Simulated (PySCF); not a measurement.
Stationary points of Cs₂Se

Method: PySCF, PBE0, basis Se def2-TZVP, Cs def2-TZVP with ECP46 (scalar-relativistic core potentials, no spin–orbit coupling, density fitting).

Relaxations began from a few typed shapes. The search is not exhaustive: other isomers or separated fragments can lie lower, and high-lying points may rest on an excited occupation.

| spin | group | bonds | angles | imaginary modes (cm⁻¹) | ΔE (kJ/mol) | ΔE with ZPE (kJ/mol) |
| --- | --- | --- | --- | --- | --- | --- |
| singlet | D∞h | Se–Cs 3.089 Å (×2) | Cs–Se–Cs 180.0° | none | 0.0 | 0.0 |
| singlet | C2v | Se–Cs 3.090 Å (×2) | Cs–Se–Cs 158.0° | none | 0.2 | -0.1 |

The lowest minimum found is the singlet D∞h: Se–Cs 3.089 Å (×2); Cs–Se–Cs 180.0°.
